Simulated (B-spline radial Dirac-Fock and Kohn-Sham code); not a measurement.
X-ray form factors of mercury in several charge states

Level of theory: relativistic Hartree-Fock (Dirac-Fock) wave functions, averaged over the configuration; a B-spline atomic structure program.

Configurations: Hg⁷⁶⁺ [He] 2s2; Hg⁷⁷⁺ [He] 2s1; Hg⁷⁸⁺ 1s2; Hg⁷⁹⁺ 1s1. The first column is f₀ of Hg⁷⁶⁺, the others are differences from it.

```csv
s (Å⁻¹),Hg⁷⁶⁺,Δ Hg⁷⁷⁺,Δ Hg⁷⁸⁺,Δ Hg⁷⁹⁺
0,4.000,-1.000,-2.000,-3.000
0.1,3.999,-1.000,-1.999,-2.999
0.2,3.997,-0.998,-1.997,-2.997
0.3,3.993,-0.996,-1.993,-2.993
0.4,3.987,-0.994,-1.988,-2.987
0.5,3.979,-0.990,-1.981,-2.980
0.7,3.960,-0.981,-1.962,-2.961
0.9,3.934,-0.969,-1.938,-2.936
1.1,3.902,-0.954,-1.908,-2.905
1.4,3.843,-0.926,-1.853,-2.848
```

Values without a named source are computed, but for edge energies of neutral atoms, which are taken from tables.
